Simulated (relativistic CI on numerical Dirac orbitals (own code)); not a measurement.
## Fe²⁺ in a cubic cluster: L2,3 absorption with charge transfer

Computed with a charge-transfer multiplet model of a cubic metal-ligand cluster with up to 2 ligand holes, Slater and spin-orbit integrals from Dirac-Coulomb-Breit ions, Slater integrals scaled by 0.7. The ground state mixes d6 with configurations of k ligand holes L, whose averages lie at kΔ + k(k − 1)U_dd/2; a core hole lowers each added d electron by U_cd. 300 K, Lorentzian 0.4 eV and Gaussian 0.3 eV FWHM.

Atomic integrals in eV (Slater integrals scaled, ζ unscaled), ground: F2dd 7.632, F4dd 4.739, zeta_d 0.049; with the core hole: F2dd 8.202, F4dd 5.098, zeta_d 0.067, zeta_core 8.135, F2cd 4.777, G1cd 3.552, G3cd 2.018.

Cluster parameters (eV): Δ = 4.6, U_dd = 7.2, U_cd = 8.1, 10Dq = 1.15, 10Dq(ligand) = 1.1, final-state hopping factor = 1.

Weights, n_d and S are thermal averages at 300 K. Photon energies count from the first peak over 30 % of the highest in each spectrum, which can be another peak from case to case. The parameters are a model scan and need not match a compound or its usual spin state. Peaks in eV (height, largest 100): 0.0 (33), 1.3 (100), 2.3 (56), 3.6 (19), 12.6 (14), 13.9 (31), 16.4 (9).

Q: Which parameters give this spectrum?
A. V(eg) = 1.95 eV, V(t2g) = -1.05 eV
B. V(eg) = 0.45 eV, V(t2g) = -0.24 eV
C. V(eg) = 1.35 eV, V(t2g) = -0.73 eV
D. V(eg) = 1.65 eV, V(t2g) = -0.89 eV
E. V(eg) = 0.75 eV, V(t2g) = -0.41 eV

A: C. V(eg) = 1.35 eV, V(t2g) = -0.73 eV; the ground state then has 6.10 d electrons and S = 2.00. The choice follows from running the model for each set and comparing peak positions and heights.
